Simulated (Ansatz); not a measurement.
Consider the cleavage of the Si–Si bond: `N[Si](F)(F)[SiH3]` + HCl → `N[Si](F)(F)Cl` + SiH₄.

Program: Ansatz. Geometries: PBE0-D4/def2-TZVP. ΔE: electronic, gas phase. CCSD(T)/CBS is the MP2 limit (def2-TZVPP, def2-QZVPP) plus CCSD(T) − MP2 in def2-TZVPP, frozen cores. This one scheme is used for every species. Functionals use def2-TZVPP. B3LYP here is the variant with VWN-RPA as its local correlation; programs differ in this. Each species was taken in one conformer, which may not be the lowest.

CCSD(T)/CBS gives -26.7 kcal/mol.

**Question.** Another level gave -28.6 kcal/mol. Which?
A. BLYP/def2-TZVPP
B. BHLYP/def2-TZVPP
C. B3LYP/def2-TZVPP
D. B97M-V/def2-TZVPP

**Answer.** B. BHLYP -28.6, B97M-V -27.6, B3LYP -26.4, BLYP -25.0 kcal/mol.

Largest T1 diagnostic among the species: 0.012.

From BLYP to BHLYP (50 % exact exchange), in def2-TZVPP and without D4, ΔE moves by −3.5 kcal/mol. Leaving LDA and LC-ωPBE aside and taking each functional with its dispersion term where it has one, the values, not all of them listed here, spread over 5.2 kcal/mol, from ωB97M-V to PBE-D4. In def2-TZVPP, CCSD(T) changes the Hartree–Fock value by +4.4 kcal/mol (the triples alone add +0.4 kcal/mol) and MP2 by +2.2 kcal/mol.
